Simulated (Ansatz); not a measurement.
Consider the substitution at a C–Si bond: `O=C(O)[SiH2][SeH]` + `O[SiH2][SiH3]` → `O=C(O)O[SiH2][SiH3]` + `[SiH3][SeH]`.

Gas-phase electronic energies from Ansatz, PBE0-D4/def2-TZVP geometries. CCSD(T)/CBS adds triple-zeta CCSD(T) − MP2 to the extrapolated MP2 energy (def2 sets, frozen cores). For Se outer-core shells are correlated without core-valence functions, which leaves a few kJ/mol of doubt a bond. Scalar relativity is left out up to krypton. Each species was taken in one conformer, which may not be the lowest.

| species | CCSD(T)/CBS(def2) energy (Eh) |
| --- | --- |
| `O=C(O)[SiH2][SeH]` | -2880.61627 |
| `O[SiH2][SiH3]` | -656.96789 |
| `O=C(O)O[SiH2][SiH3]` | -845.38861 |
| `[SiH3][SeH]` | -2692.20088 |

(1) Work out ΔE.

Largest T1 diagnostic among the species: 0.015.

## Answers

(1) ΔE = (-845.38861) + (-2692.20088) − (-2880.61627) − (-656.96789) = -0.00533 Eh = -0.15 eV.

In def2-TZVPP, CCSD(T) changes the Hartree–Fock value by +0.21 eV (the triples alone add +0.02 eV) and MP2 by +0.25 eV. From PBE to PBE0 (25 % exact exchange), in def2-TZVPP and without D4, ΔE moves by −0.10 eV.
